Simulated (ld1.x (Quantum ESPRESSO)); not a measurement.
**Varying the ultrasoft potential for B (Z = 5)**

Base potential:

boron, ultrasoft, made with ld1.x (Quantum ESPRESSO) 7.5 (BLYP, non-relativistic). Core [He], reference 2s2 2p1. Waves: 2s (bound): rcut 1.05, rcutus 1.50 bohr; 2s channel at -0.2 Ry: rcut 1.05, rcutus 1.50 bohr; 2p (bound): rcut 3.00, rcutus 3.50 bohr; 2p channel at 1.65 Ry: rcut 3.00, rcutus 3.50 bohr; 3d channel at 0.15 Ry: rcut 2.10, rcutus 2.50 bohr; 3d channel at 2.75 Ry: rcut 2.10, rcutus 2.50 bohr. Local part: all-electron potential smoothed inside 2.00 bohr (lloc = -1). Core correction: none. Augmentation charge: PSQ, inside the norm-conserving radii.

All-electron outer shells of the reference configuration (BLYP, non-relativistic, ld1.x):

```json
{"shell": "2s", "level (eV)": "-9.30", "outermost node (bohr)": "0.46", "outermost maximum (bohr)": "1.50"}
{"shell": "2p", "level (eV)": "-3.54", "outermost node (bohr)": "–", "outermost maximum (bohr)": "1.55"}
```

Cutoffs, loose and tight: the cutoffs (Ry, on a coarse ladder) from which the occupation-weighted sum of valence levels, in a spherical-Bessel basis at the reference potential, stays within 10 and 1 mRy of its value at 400 Ry. They do not see the model core or the augmentation charge, which bear on the density cutoff. Test errors are all-electron minus pseudo excitation energies from the reference, over the configurations 2s2 2p0; 2s1 2p0; 2s2 2p0.5; 2s1 2p2; 2s2 2p1.3; 2s0 2p3; 2s1 2p1. A dash means not determined; rows that change the core or the reference have their own tests.

```csv
change,outcome,"cutoff, loose","cutoff, tight",bound ghosts,largest test error (meV)
base,generated,6 Ry,12 Ry,none,+195
"wave 3d channel at 2.75 Ry: rcut 2.10, rcutus 2.50 bohr becomes 3d channel at -0.19 Ry: rcut 2.10, rcutus 2.50 bohr",generated,6 Ry,12 Ry,none,+195
local potential all-electron potential smoothed inside 1.85 bohr (lloc = -1),generated,6 Ry,12 Ry,none,+195
"waves 3d channel at 0.15 Ry: rcut 2.10, rcutus 2.86 bohr; 3d channel at 2.75 Ry: rcut 2.10, rcutus 2.86 bohr",generated,6 Ry,12 Ry,none,+195
local potential all-electron potential smoothed inside 2.34 bohr (lloc = -1),generated,6 Ry,12 Ry,none,+197
"removed wave 3d channel at 2.75 Ry: rcut 2.10, rcutus 2.50 bohr",generated,6 Ry,12 Ry,none,+195
```

Problem. What comes out with this change to the base: type TM; waves now 2s (bound): rc 1.50 bohr; 2p (bound): rc 3.50 bohr; 3d channel at 0.15 Ry: rc 2.50 bohr; local potential all-electron potential smoothed inside 1.80 bohr (lloc = -1)?

Solution. outcome: generated; cutoff, loose: 18 Ry; cutoff, tight: 50 Ry; bound ghosts: none; largest test error (meV): +475.

Problem. What comes out with this change to the base: functional PBE; added wave 3d channel at 0.15 Ry: rc 2.50 bohr; removed wave 3d channel at 0.15 Ry: rcut 2.10, rcutus 2.50 bohr; removed wave 3d channel at 2.75 Ry: rcut 2.10, rcutus 2.50 bohr?

Solution. outcome: generated; cutoff, loose: 6 Ry; cutoff, tight: 12 Ry; bound ghosts: none; largest test error (meV): +171.
